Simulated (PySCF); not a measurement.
# From computed data to an observable: oscillator strength and radiative lifetime

Ga(H)(F)(OH) (FGaH2O), SMILES [OH][GaH][F].

Coordinates come from a B3LYP-D3(BJ)/def2-TZVP optimisation. One conformer was computed; it need not be the lowest.

TDA-PBE0/def2-SVPD in PySCF puts the first singlet state with f over 0.02 at 7.07 eV (vertical), with the transition dipole (0.000, 0.000, 0.430) in atomic units.

Question: Find the oscillator strength, the wavelength and the radiative lifetime that this transition would have in vacuum if emission retraced absorption.

Answer: 
|μ|² = 0.1849 au, so |μ| = 1.09 D. ΔE = 7.07/27.211 = 0.2598 hartree. f = (2/3) ΔE |μ|² = 0.032 (the program prints 0.032).
λ = 1239.84/7.07 = 175 nm; ν = 57023 cm⁻¹.
Einstein's coefficient A = 0.6670 ν² f s⁻¹ (ν in cm⁻¹) = 6.9e7 s⁻¹, so τ = 1/A = 14 ns. This state is S1. The figure is the radiative limit of this one transition; relaxation, internal conversion, crossing to triplets and a medium change what is measured.
